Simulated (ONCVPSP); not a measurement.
## Tl: one change to an ONCV potential, before and after

ONCVPSP 4.0.1 input, shortened (lines: element, Z, core and valence counts, functional; n l f; lmax; l rc ep ncon nbas qcut; lloc lpopt rc5 dvloc0; l nproj debl; icmod fcfact rcfact), LDA (Perdew-Wang 92), fully relativistic:

```
  Tl 81.00   11    3  -001012      upf
    1    0    2.00
    2    0    2.00
    2    1    6.00
    3    0    2.00
    3    1    6.00
    3    2   10.00
    4    0    2.00
    4    1    6.00
    4    2   10.00
    4    3   14.00
    5    0    2.00
    5    1    6.00
    5    2   10.00
    6    0    2.00
    2
    0    1.90    0.00    4    7    2.70
    1    1.30    0.00    4    9   12.30
    2    2.15    0.00    4    8    8.30
    4    5    1.25   -1.00
    0    2    2.40
    1    2    2.10
    2    2    2.90
    0    0.00    0.00
```

Open shells are filled in proportion to 2j + 1.

In the p channel the program set the typed energies aside and used -2.872, 0.250 Ha (j = l + 1/2; the other j can differ).

Change: core [Xe] 4f14, valence charge 13; reference 5d10 6s2 6p1; waves now 6s: rc 2.25 bohr, ncon 4, nbas 9, qcut 2.8 1/bohr, 2 projectors, debl 0.4 Ha; 6p: rc 2.60 bohr, ncon 4, nbas 9, qcut 2.6 1/bohr, 2 projectors, debl 1 Ha; 5d: rc 1.40 bohr, ncon 4, nbas 7, qcut 7.3 1/bohr, 2 projectors, debl 2.6 Ha; local potential polynomial inside 1.15 bohr (lpopt 1, dvloc0 0 Ha).

Cutoffs: the cutoffs (Ha) at which the residual kinetic energy of the hardest occupied pseudo-wave falls to 1 and 0.1 mHa per electron; they do not see the model core or the augmentation charge, which bear on the density cutoff. Errors are all-electron minus pseudo energies relative to the spin-unpolarised reference configuration.

Question: What does the change do?

Answer: The potential gets softer (49 Ha and 57 Ha → 24 Ha and 44 Ha); the bound ghosts move from s to p, s; the number of tests with a reliable result goes from 4 to 3. The shells moved into the core no longer need plane waves of their own. Several settings change at once here, so the effects cannot be laid on one of them.

```tsv
quantity	base	changed
cutoff, loose	49 Ha	24 Ha
cutoff, tight	57 Ha	44 Ha
loose cutoff by channel	s 12 Ha, p 49 Ha, d 22 Ha	s 14 Ha, p 4.0 Ha, d 24 Ha
bound ghosts	s	s, p3/2, p1/2
GHOST(+) flags under 300 eV	none	none
tests with a reliable result	4 of 4	3 of 4
```

 A true bound ghost makes a file unfit for plane-wave use even where its test errors are small: the radial tests pick states by their node count and pass the ghost by.
